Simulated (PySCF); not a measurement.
## TcCl₂, sextet: computed properties

Computed with PySCF, UB3LYP, basis Tc def2-SVP with ECP28, Cl def2-SVP (scalar-relativistic core potentials, no spin–orbit coupling, density fitting).

The structure is a minimum.

```xyz
3
charge 0 multiplicity 6, angstrom
Tc    0.0000    0.0000    0.0000
Cl    2.3115    0.0000    0.0000
Cl   -2.3115    0.0000    0.0000
```

- Point group: D∞h
- Bond lengths: Tc–Cl 2.312 Å (×2)
- Bond angles: Cl–Tc–Cl 180.0°
- Lowest empty level (β): -3.95 eV
- Entropy at 298.15 K and 1 bar (electronic part: spin only): 309.1 J/(mol K)
- Rotational symmetry number: 2
- Principal quadrupole moments (Buckingham, traceless) about the centre of mass: -13.33, 6.67, 6.67 D Å
- Principal polarisabilities: 37.4, 37.4, 84.7 bohr³
- Enthalpy at 298.15 K above 0 K: 14.79 kJ/mol
- Heat capacity Cp at 298.15 K: 58.3 J/(mol K)
- Atomisation energy without zero-point energy: 788 kJ/mol
- Spin squared ⟨S²⟩: 8.759
- Highest occupied level (α): -7.32 eV
- Dipole moment: 0.00 D
- Rotational constants: 0.04511 cm⁻¹
- Zero-point energy: 5.1 kJ/mol

Harmonic modes (masses in u: Tc 98.907, Cl 34.969):
| symmetry | ω (cm⁻¹) | IR (km/mol, summed over degenerate members) |
| --- | --- | --- |
| πu | 51 | 16.8 |
| σg+ | 341 | 0.0 |
| σu+ | 415 | 125 |

In D∞h the vibrations span πu + σg+ + σu+. The σg+ mode carries no infrared intensity, as symmetry demands. With a centre of inversion only u modes can be infrared active and only g modes Raman active.

Charges (e):
```
 atom  Mulliken  Löwdin  polar tensor  spin (Mulliken)  Mayer order to Tc1
  Tc1      0.49   -0.10          1.16             4.68                   –
Cl2,3     -0.25    0.05         -0.58             0.16                1.22
```

Mulliken populations on Tc1 (electrons outside its core potential): s 2.62, p 6.42, d 5.46, f 0.01.

Outer orbital energies (eV). α occupied: -9.47, -9.47, -9.23, -8.90, -8.90, -7.90, -7.32, -7.32; empty: -0.73, -0.73, -0.65, 1.22. β occupied: -21.59, -21.26, -10.73, -9.13, -9.04, -9.04, -8.53, -8.53; empty: -3.95, -3.75, -3.75, -3.22.

Formally Tc is in oxidation state +2, d5, with 5 unpaired electrons (the high-spin count). The Mulliken spin on Tc is 4.68. The polar-tensor charge on Tc, 1.16, is far below the formal one.

This need not be the most stable arrangement of these atoms. With open d or f shells other occupations or spin states may lie lower.

The final relaxation and frequency run took 16 s on 2 threads of a shared Arm Neoverse V1 host, with 67 basis functions and 6 gradients; the process peaked at 0.68 GiB.
